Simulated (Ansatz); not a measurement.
`CB(O)OCF` + `C[SiH](O)O` → `OBOCF` + `C[Si](C)(O)O`  (redistribution)

Calculated with Ansatz (gas phase, PBE0-D4/def2-TZVP geometries, no zero-point term in ΔE). CCSD(T)/CBS is the MP2 limit (def2-TZVPP, def2-QZVPP) plus CCSD(T) − MP2 in def2-TZVPP, frozen cores. DFT in def2-TZVPP. One conformer a species, not always the lowest.

`CB(O)OCF`:

Z-matrix (Å, degrees):
```
C
B 1 1.565
H 1 1.093 2 111.6
H 1 1.095 2 111.2 3 118.9
H 1 1.090 2 111.0 3 -121.2
O 2 1.357 1 120.2 3 126.2
O 2 1.384 1 123.9 3 -54.7
H 6 0.962 2 112.0 1 -179.6
C 7 1.374 2 121.8 1 4.9
F 9 1.374 7 110.0 2 80.4
H 9 1.092 7 108.4 2 -162.2
H 9 1.095 7 112.2 2 -38.8
```

`C[SiH](O)O`:

```xyz
10

C     0.984   -0.279    0.891
Si   -0.451   -0.234   -0.279
O    -1.459    0.925    0.316
O     0.002    0.076   -1.832
H     1.469    0.699    0.953
H     0.652   -0.549    1.896
H     1.727   -1.011    0.566
H    -1.152   -1.537   -0.387
H    -2.298    1.047   -0.131
H     0.526    0.862   -1.993
```

`OBOCF`:

```xyz
9

O     0.932   -1.875    0.926
B     0.158   -1.049    0.195
O     0.236    0.303    0.405
C    -0.471    1.180   -0.393
F     0.312    1.572   -1.445
H     1.510   -1.404    1.535
H    -0.597   -1.509   -0.611
H    -0.710    2.068    0.195
H    -1.370    0.712   -0.807
```

`C[Si](C)(O)O`:

Cartesian coordinates in Å:
```
C 1.129 -0.306 1.098
Si 0.060 0.227 -0.336
C -1.725 -0.184 -0.054
O 0.636 -0.468 -1.723
O 0.112 1.854 -0.566
H 2.177 -0.038 0.935
H 0.801 0.179 2.020
H 1.079 -1.387 1.258
H -2.318 0.085 -0.930
H -2.121 0.363 0.805
H -1.860 -1.253 0.134
H 1.144 -1.274 -1.634
H 0.886 2.202 -1.009
```

```tsv
level	ΔE (kJ/mol)
LDA (SPW92)	7.8
B97M-V	7.4
ωB97X-V	4.0
r2SCAN0	3.8
CAM-B3LYP	4.4
HF/def2-SVP	11.2
MP2/def2-SVP	12.2
CCSD/CBS(def2)	3.1
```

Problem. What does CCSD(T)/CBS give? (Estimate.)

Solution. Ansatz gave: +2.8 kJ/mol. The listed levels differ from it by 5.0, 4.6, 1.2, 1.0, 1.6, 8.4, 9.4, 0.3 kJ/mol.

Problem. What do rigid-rotor, harmonic-oscillator terms from PBE0-D4/def2-TZVP frequencies (298.15 K, 1 bar) make of the CCSD(T)/CBS value? (Best estimate.)

Solution. Ansatz gave: ΔZPE = -1.3 kJ/mol, ΔH = +3.0 kJ/mol, ΔS = 9 J/(mol·K), ΔG = +0.3 kJ/mol.

Largest T1 diagnostic among the species: 0.013.

At CCSD(T), def2-SVP lies +10.9 kJ/mol from the extrapolated value and def2-TZVPP +0.9 kJ/mol. Leaving LDA and LC-ωPBE aside and taking each functional with its dispersion term where it has one, the values, not all of them listed here, spread over 5.5 kJ/mol, from BLYP-D4 to B97M-V. LDA lies +3.9 kJ/mol from PBE without D4.
